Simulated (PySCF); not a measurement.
PySCF 2.14 output of an unrestricted LDA calculation on a single atom or ion in x2c-TZVPPall (6s5p3d, 36 functions), with the spin-free X2C one-electron Hamiltonian (Gaussian nucleus):

```
SCF conv_tol = 1e-09
number electrons alpha = 10  beta = 9
    P. A. M. Dirac.,  Math. Proc. Cambridge Philos. Soc. 26, 376 (1930)
    F. Bloch.,  Z. Phys. 57, 545 (1929)
    S. H. Vosko, L. Wilk, and M. Nusair.,  Can. J. Phys. 58, 1200 (1980)
cycle= 1 E= -678.236695680938  delta_E= -0.0068  |g|= 0.0104  |ddm|= 0.207
cycle= 2 E= -678.236712892616  delta_E= -1.72e-05  |g|= 0.00261  |ddm|= 0.0104
cycle= 3 E= -678.236715071754  delta_E= -2.18e-06  |g|= 0.00108  |ddm|= 0.00444
cycle= 4 E= -678.236715458283  delta_E= -3.87e-07  |g|= 5.46e-06  |ddm|= 0.00119
cycle= 5 E= -678.236715458326  delta_E= -4.32e-11  |g|= 2.33e-07  |ddm|= 4.23e-05
converged SCF energy = -678.236715458326  <S^2> = 0.75001665  2S+1 = 2.0000166
```

The run itself started from symmetry-adapted Hartree-Fock orbitals and held the occupation by maximum overlap, on a logarithmic radial grid, so the iterations belong to that start.

Task: Which element, charge and spin multiplicity is this?

Result: Ca⁺ (calcium, charge +1), multiplicity 2; the state was [Ar] 4p1, 2P determinant (an excited configuration).
